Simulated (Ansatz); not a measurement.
Ansatz (a program for electronic structure) input (B3LYP-D3(BJ)/def2-TZVP):

Ansatz 0.2 input:
```yaml
crystal:
  periodic: [false, false, false]
  atoms:
    - {symbol: Cu, position_ang: [0.00614376, -0.01364758, 0.00189590]}
    - {symbol: Cl, position_ang: [-0.13114386, 1.52010249, -1.40282237]}
    - {symbol: Cl, position_ang: [0.14376751, -1.54757939, 1.40705671]}
basis:
  gaussian:
    orbitals: def2-TZVP
hamiltonian:
  xc: b3lyp
  dispersion: d3bj
total_charge: -1
relax: {f_tol: 0.002, max_steps: 150}
```

End of the output:

```
mean field evaluation 1: about -69683.0285 eV, gradient 1.2e2 eV
mean field evaluation 2: about -69639.7320 eV, gradient 2.6e2 eV
mean field evaluation 4: about -69694.7541 eV, gradient 5.6e0 eV
mean field evaluation 8: about -69694.7866 eV, gradient 2.1e-1 eV
mean field evaluation 16: about -69694.8714 eV, gradient 2.6e-5 eV
mean field -69694.87144960 eV, -2561.2392848922 hartree, gradient 2.6e-5 eV, S^2 0.000000; 0 other end points of the search recorded, 0 dependent functions left out
the calculation of the forces begins
reference -69694.87167131 eV, -2561.2392930397 hartree; 32, 32 occupied and 87, 87 virtual orbitals, 1068 factors
relax step   1: F+E_penalty+E_count = -69695.00389890 eV  Δ(F+E_penalty+E_count) = +0.000e0 eV  max|allowed force component| = 6.504e-1 eV/Å  Δτ_max = 0.0000 Å  (27 SCF iters, accepted)
these checks for a lower state are left out or cut short: starts, cluster_reference, orbital_swaps, neighbouring_geometries, increment
integrals: 0.06 GiB planned
1068 factors; their error is unknown
mean field: 0.48 GiB planned
mean field -69694.92611702 eV, -2561.2412938828 hartree, gradient 3.1e-5 eV, S^2 0.000000; 0 other end points of the search recorded, 0 dependent functions left out
the calculation of the forces begins
reference -69694.92633946 eV, -2561.2413020573 hartree; 32, 32 occupied and 87, 87 virtual orbitals, 1068 factors
relax step   2: F+E_penalty+E_count = -69695.05661486 eV  Δ(F+E_penalty+E_count) = -5.272e-2 eV  max|allowed force component| = 2.292e-1 eV/Å  Δτ_max = 0.0450 Å  (28 SCF iters, accepted)
these checks for a lower state are left out or cut short: starts, cluster_reference, orbital_swaps, neighbouring_geometries, increment
integrals: 0.06 GiB planned
1068 factors; their error is unknown
mean field: 0.48 GiB planned
mean field -69694.93578364 eV, -2561.2416491246 hartree, gradient 3.2e-5 eV, S^2 0.000000; 0 other end points of the search recorded, 0 dependent functions left out
the calculation of the forces begins
reference -69694.93600644 eV, -2561.2416573124 hartree; 32, 32 occupied and 87, 87 virtual orbitals, 1068 factors
relax step   3: F+E_penalty+E_count = -69695.06527657 eV  Δ(F+E_penalty+E_count) = -8.662e-3 eV  max|allowed force component| = 3.548e-2 eV/Å  Δτ_max = 0.0245 Å  (28 SCF iters, accepted)
these checks for a lower state are left out or cut short: starts, cluster_reference, orbital_swaps, neighbouring_geometries, increment
integrals: 0.06 GiB planned
1068 factors; their error is unknown
mean field: 0.48 GiB planned
mean field evaluation 32: about -69694.9362 eV, gradient 8.6e-2 eV
mean field -69694.93620801 eV, -2561.2416647199 hartree, gradient 2.4e-5 eV, S^2 0.000000; 0 other end points of the search recorded, 0 dependent functions left out
the calculation of the forces begins
reference -69694.93643088 eV, -2561.2416729102 hartree; 32, 32 occupied and 87, 87 virtual orbitals, 1068 factors
relax step   4: F+E_penalty+E_count = -69695.06550634 eV  Δ(F+E_penalty+E_count) = -2.298e-4 eV  max|allowed force component| = 3.877e-4 eV/Å  Δτ_max = 0.0049 Å  (29 SCF iters, accepted)
integrals: 0.06 GiB planned
1068 factors; their error is unknown
mean field: 0.48 GiB planned
mean field -69694.93620801 eV, -2561.2416647199 hartree, gradient 2.4e-5 eV, S^2 0.000000; 1 other end points of the search recorded, 0 dependent functions left out
the calculation of the forces begins
reference -69694.93643088 eV, -2561.2416729102 hartree; 32, 32 occupied and 87, 87 virtual orbitals, 1068 factors
Total energy: -69695.06572921 eV, -2561.2464245361 hartree
Atom 0 at     0.006256    -0.013708     0.002043 Å, force     0.000001    -0.000010     0.000009 eV/Å
Atom 1 at    -0.136102     1.574839    -1.453005 Å, force     0.000034    -0.000378     0.000346 eV/Å
Atom 2 at     0.148614    -1.602256     1.457092 Å, force    -0.000035     0.000388    -0.000355 eV/Å
Dipole moment:    -0.000000     0.000001    -0.000001 e Å
```
